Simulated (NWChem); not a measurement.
System: SnH$_{4}$O; SMILES [OH][SnH3]

Results from NWChem. Medium grid unless said otherwise, to which SCAN and Minnesota functionals are sensitive. All runs use the structure optimised with PBE-D3(BJ)/def2-SVP. def2 effective core potentials on Sn; no spin-orbit coupling.

### Question
Order these by “dipole (D)”, lowest first: TPSSh/def2-SVP; B3PW91/def2-SVP; M06-2X/def2-SVP; PBE/def2-SVP; CAM-B3LYP/def2-SVP.

### Answer
PBE/def2-SVP (1.66), TPSSh/def2-SVP (1.73), B3PW91/def2-SVP (1.83), CAM-B3LYP/def2-SVP (1.90), M06-2X/def2-SVP (1.97)
